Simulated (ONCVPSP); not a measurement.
**PBE ONCV dataset for Si, scalar-relativistic all-electron reference.**

```
Element                 : silicon
Generator               : ONCVPSP 4.0.1
Type                    : optimised norm-conserving Vanderbilt (ONCV)
Functional              : PBE
Relativity              : scalar-relativistic
Frozen core             : [Ne]
Valence charge          : 4
Reference configuration : 3s2 3p1.5 (charge +0.5)
Partial waves           : 3s: rc 1.75 bohr, ncon 4, nbas 7, qcut 4.1 1/bohr, 2 projectors, debl 3 Ha; 3p: rc 1.45 bohr, ncon 4, nbas 6, qcut 4.5 1/bohr, 1 projector
Local potential         : polynomial inside 1.30 bohr (lpopt 5, dvloc0 4 Ha)
Core correction         : Teter function, fcfact 1.75, rcfact 1.75
```

- Cutoffs needed: 36 Ha and 46 Ha (the cutoffs (Ha) at which the residual kinetic energy of the hardest occupied pseudo-wave falls to 1 and 0.1 mHa per electron)
- Ghost test: no bound ghost flagged; GHOST(+) flagged for s at 154.4 eV
- Largest excitation error: -24 meV (all-electron minus pseudo) for 3s2 3p0, out of 4 test configurations
- rms error of d²Exc/dni dnj: 1.92 mHa without and 1.81 mHa with the model core
